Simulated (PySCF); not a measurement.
## Bond curve of BePb

Set-up: PySCF, scalar-relativistic core potentials, basis sets Be aug-cc-pVDZ, Pb aug-cc-pVDZ-PP with ECP60. Energies in eV from Be + Pb in their ground configurations at the same level. State: ³Σ⁻ (triplet), unpaired electrons π ↑↑.

All columns are M06-2X. A positive dipole means Be(−)Pb(+).

| R (Å) | E (eV) | μ (D) | Mulliken charge on Be (basis-dependent) | HOMO (eV) | LUMO (eV) | Mayer bond order | ⟨S²⟩ |
| --- | --- | --- | --- | --- | --- | --- | --- |
| 2.079 | -0.333 | -0.96 | -0.46 | -6.33 | -2.53 | 1.58 | 2.21 |
| 2.176 | -0.604 | -1.03 | -0.36 | -6.20 | -2.49 | 1.53 | 2.19 |
| 2.273 | -0.757 | -1.07 | -0.28 | -6.08 | -2.44 | 1.46 | 2.17 |
| 2.345 | -0.817 | -1.09 | -0.22 | -6.01 | -2.42 | 1.39 | 2.14 |
| 2.418 | -0.842 | -1.07 | -0.18 | -5.95 | -2.39 | 1.31 | 2.11 |
| 2.490 | -0.843 | -1.03 | -0.14 | -5.89 | -2.38 | 1.22 | 2.08 |
| 2.587 | -0.817 | -1.01 | -0.10 | -5.83 | -2.35 | 1.11 | 2.06 |
| 2.708 | -0.755 | -1.01 | -0.06 | -5.77 | -2.33 | 0.98 | 2.05 |
| 2.853 | -0.661 | -1.01 | -0.02 | -5.70 | -2.32 | 0.81 | 2.04 |
| 3.047 | -0.537 | -1.00 | 0.00 | -5.64 | -2.29 | 0.58 | 2.02 |

A fit through these points gives, at Re = 2.457 Å, μ = -1.05 D and dμ/dR = 0.475 D/Å; the reduced mass is 8.638 u.

Task: How strong is the fundamental in the double-harmonic approximation, I = 42.26·(dμ/dR)²/μred km/mol?

Result: I = 42.26·(0.475)²/8.638 = 1.10 km/mol at M06-2X.

These are scalar-relativistic numbers at best; spin–orbit coupling would shift them, the dissociation energy most. The state is the lowest determinant that a PBE0 search found; another state may lie lower at other levels.
